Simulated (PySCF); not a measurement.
SMILES c1cncc(Sc2ccc[se]2)c1, GFN2-xTB optimised geometry.

```
19

C     -2.07    -2.36     0.00
C     -2.73    -1.14     0.00
N     -2.10     0.02     0.02
C     -0.78     0.03     0.02
C     -0.02    -1.14     0.00
S      1.75    -1.13     0.02
C      2.11     0.42    -0.73
C      2.97     1.34    -0.23
C      3.18     2.47    -1.06
C      2.50     2.44    -2.23
Se     1.49     0.89    -2.44
C     -0.69    -2.36     0.00
H     -2.62    -3.29    -0.01
H     -3.81    -1.08     0.00
H     -0.32     1.01     0.05
H      3.44     1.23     0.74
H      3.81     3.29    -0.77
H      2.50     3.20    -3.00
H     -0.13    -3.28     0.00
```

Density from PySCF 2.14.0 with PBE0/def2-SVP at that geometry.

Minimum of the electron density along straight lines between bonded atoms, close to the bond critical point (lines longer than 1.1 times the sum of covalent radii, or with two minima, are not listed):

```
bond      length / Å  ρ at the minimum / e bohr⁻³  ∇²ρ there / e bohr⁻⁵  position (fraction from the first atom)
--------  ----------  ---------------------------  --------------------  ---------------------------------------
C1–C2          1.388                        0.313                 -0.81                                     0.50
C2–N3          1.322                        0.350                 -0.96                                     0.35
N3–C4          1.317                        0.353                 -0.95                                     0.65
C4–C5          1.392                        0.309                 -0.78                                     0.49
C5–S6          1.772                        0.197                 -0.40                                     0.47
S6–C7          1.758                        0.199                 -0.41                                     0.52
C7–C8          1.361                        0.321                 -0.81                                     0.52
C8–C9          1.414                        0.295                 -0.73                                     0.50
C9–C10         1.357                        0.323                 -0.82                                     0.49
C7–Se11        1.886                        0.164                 -0.17                                     0.49
C10–Se11       1.855                        0.173                 -0.20                                     0.49
C1–C12         1.383                        0.312                 -0.80                                     0.50
C5–C12         1.391                        0.308                 -0.78                                     0.51
C1–H13         1.079                        0.284                 -1.09                                     0.63
C2–H14         1.081                        0.288                 -1.12                                     0.64
C4–H15         1.083                        0.288                 -1.14                                     0.64
C8–H16         1.076                        0.284                 -1.10                                     0.64
C9–H17         1.077                        0.283                 -1.09                                     0.63
C10–H18        1.075                        0.284                 -1.11                                     0.64
C12–H19        1.080                        0.285                 -1.10                                     0.64
```
